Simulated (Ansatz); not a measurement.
A structure relaxed at PBE0-D4/def2-TZVP, charge 0, multiplicity 1:

Cartesian coordinates in Å:
```
C 0.434 2.271 0.881
N 0.215 1.058 0.175
Mo 0.361 -0.659 0.024
C -1.641 -1.346 0.107
N 1.095 -1.077 -1.720
O 1.178 -1.352 1.326
H -0.525 2.761 1.083
H 0.948 2.107 1.834
H 1.033 2.959 0.274
H -1.655 -2.435 0.001
H -2.096 -1.078 1.063
H -2.224 -0.895 -0.699
H 1.224 -0.410 -2.466
H 1.652 -1.904 -1.883
```

Problem. Give its formula and SMILES.

Solution. C2H8MoN2O, `C[N]=[Mo]([CH3])([NH2])=[O]`.

Problem. Point group (tolerance 0.08 Å, 0.16 Å for H)?

Solution. C1.

Problem. Summarise the bond lengths by kind.

Solution. 1 × C–N 1.420 Å; 6 × C–H 1.092 to 1.096 Å; 2 × Mo–N 1.730 to 1.937 Å; 1 × C–Mo 2.119 Å; 1 × Mo–O 1.686 Å; 2 × H–N 1.009 to 1.011 Å.

Computed with Ansatz.
